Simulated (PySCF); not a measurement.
HSe, SMILES [SeH] (connectivity only; charge and spin as stated), charge -1, multiplicity 1. Atoms are numbered in the order given.

```xyz
2

Se     0.0000     0.0000    -0.0421
H      0.0000     0.0000     1.4313
```
Charge -1, spin multiplicity 1.

The structure is a stationary point at PBE0-D3(BJ)/def2-TZVPD. The multiplicity is an assumed one; other spin states were not compared.

Two levels are set side by side: PBE/pcSseg-2 (PySCF) and KT2/pcSseg-2 (PySCF). GIAO shifts against Me2Se (⁷⁷Se), TMS (¹H) at the same level; non-relativistic, no solvent, atoms listed together averaged. Differences are taken from unrounded values.

```tsv
quantity	KT2	PBE	PBE minus KT2
δ(⁷⁷Se) of Se1 (ppm)	-815.4	-849.6	-34.2
δ(¹H) of H2 (ppm)	-4.31	-4.30	0.01
```

Rough cost on one machine, each run with all the roots and properties that it gave: KT2 against PBE within a factor of 2.
